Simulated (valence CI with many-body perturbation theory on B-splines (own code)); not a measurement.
Ir70+ in three bases

Computed by configuration interaction combined with many-body perturbation theory (CI+MBPT): five valence electrons over a frozen Dirac-Fock core [He], radial functions for each j: 9 s, 9 p, 8 d, 6 f, 3 g, 1 h, with the one-electron correlation potential Σ1 (screened to all orders), the two-electron term Σ2, the three-electron term Σ3, Breit, model QED; selected single and double excitations, second order for the rest, scaled by the run's own slope (own B-spline code, finite nucleus).

The last digits are not significant, and no measured levels were compared; by estimate large intervals hold to a few tenths of a per cent, small ones and those within an open d or f shell to about a per cent. Among the levels kept, up to 3800 cm⁻¹ of a level comes from second order outside the variational space, and about a tenth of that is noise between levels of different J, which matters for small intervals.

The reference run has the lowest level (2s^2 2p1/2^2 2p3/2) J=3/2 and an ionisation energy of 18124.7 eV. Its largest variational space holds 20000 state functions.

Levels are named by their leading jj configuration (3d3/2^4 stands for four electrons in 3d with j = 3/2), which in mixed levels can hold well under half, so a name can repeat and another be missing. Letters in brackets count levels of one name in rising energy.

Changed runs:
A. basis 6 s, 6 p, 5 d, 3 f, 1 g
B. basis 5 s, 5 p, 4 d, 2 f

Excitation energies of the reference run in eV, and shifts in cm⁻¹:

```tsv
Level	Reference	A	B
(2s^2 2p1/2 2p3/2^2) J=3/2	1672.2	+121	-196
(2s^2 2p1/2 2p3/2^2) J=5/2	1695.3	+317	+292
(2s^2 2p1/2 2p3/2^2) J=1/2	1751.8	+139	+201
(2s 2p1/2^2 2p3/2^2) J=5/2	2041.5	-67	-514
(2s 2p1/2^2 2p3/2^2) J=1/2	2153.9	-158	-302
(2s 2p1/2^2 2p3/2^2) J=3/2	2155.1	+27	-26
(2s^2 2p3/2^3) J=3/2	3428.0	+256	+56
(2s 2p1/2 2p3/2^3) J=3/2 [a]	3743.3	-90	-710
(2s 2p1/2 2p3/2^3) J=5/2	3785.4	+211	-90
(2s 2p1/2 2p3/2^3) J=1/2	3855.7	+93	-170
(2s 2p1/2 2p3/2^3) J=3/2 [b]	3863.3	+214	+141
(2p1/2^2 2p3/2^3) J=3/2	4270.7	-237	-558
Ionisation energy (eV)	18124.7	-0.0011	-0.097
```
